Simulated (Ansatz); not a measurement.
`[CH3][AlH][O][SiH](F)F` → Al• + C• + 2 F• + 5 H• + O• + Si•  (atomization)

Gas-phase electronic energies from Ansatz, PBE0-D4/def2-TZVP geometries. CBS: MP2 limit from def2 TZ/QZ plus the TZ coupled-cluster correction, frozen cores. This one scheme is used for every species, atoms too. For atomizations the MP2-based limit and the directly extrapolated one differ by several kJ/mol either way, and by 10 to 25 for some Ge, Se and Sn compounds, so smaller differences from it don't rank the levels. Functionals use def2-TZVPP. No spin–orbit coupling; open shells (•) take unrestricted orbitals. Spin–orbit coupling would lower the free atoms: a little for Al, C, F, O, Si. Each species was taken in one conformer, which may not be the lowest.

```csv
level,ΔE (kJ/mol)
PBE-D4,4346.4
HF/def2-QZVPP,3307.7
```

(1) What does CCSD(T)/CBS give? (Estimate.)

Largest T1 diagnostic among the species: 0.018.

## Answers

(1) The calculation gave: +4363.8 kJ/mol. The listed levels differ from it by -17.4, -1056.1 kJ/mol.

From PBE to PBE0 (25 % exact exchange), in def2-TZVPP and without D4, ΔE moves by −64.1 kJ/mol: exact exchange takes away binding that semilocal exchange gives to molecules. In def2-TZVPP, CCSD(T) changes the Hartree–Fock value by +950.4 kJ/mol (the triples alone add +52.8 kJ/mol) and MP2 by +1062.5 kJ/mol; breaking electron pairs costs correlation energy, which Hartree–Fock lacks. The D4 term adds +34.1 kJ/mol with B3LYP and +18.0 kJ/mol with PBE0; it sums over pairs of atoms, weighted by their polarisabilities, and B3LYP, whose exchange is more repulsive, gets the larger term.

B3LYP here is the variant with VWN-RPA as its local correlation; programs differ in this.
